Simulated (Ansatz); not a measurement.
Basis-set series for C3H8Cl3NSi (`CC(C)N[Si](Cl)(Cl)Cl`). Charge 0, multiplicity 1. Geometry: relaxed with PBE0-D4/def2-TZVP. It is one conformer, not always the lowest.

```
functional       basis  functions  energy (Eh)  HOMO (eV)  LUMO (eV)
   PBE0-D4  def2-TZVPP        404  -1843.53805      -7.54       0.31
   PBE0-D4  def2-QZVPP        748  -1843.59818      -7.57       0.05
   ωB97M-V  def2-TZVPP        404  -1844.13985      -9.85       2.10
   ωB97M-V  def2-QZVPP        748  -1844.19707      -9.89       1.46
```

Give the rows for def2-SVP. (An estimate is asked.)

Computed: 
```
functional     basis  functions  energy (Eh)  HOMO (eV)  LUMO (eV)
   PBE0-D4  def2-SVP        168  -1842.76219      -7.46       0.79
   ωB97M-V  def2-SVP        168  -1843.36009      -9.75       2.81
```

Positive LUMOs are unbound and depend on the basis.
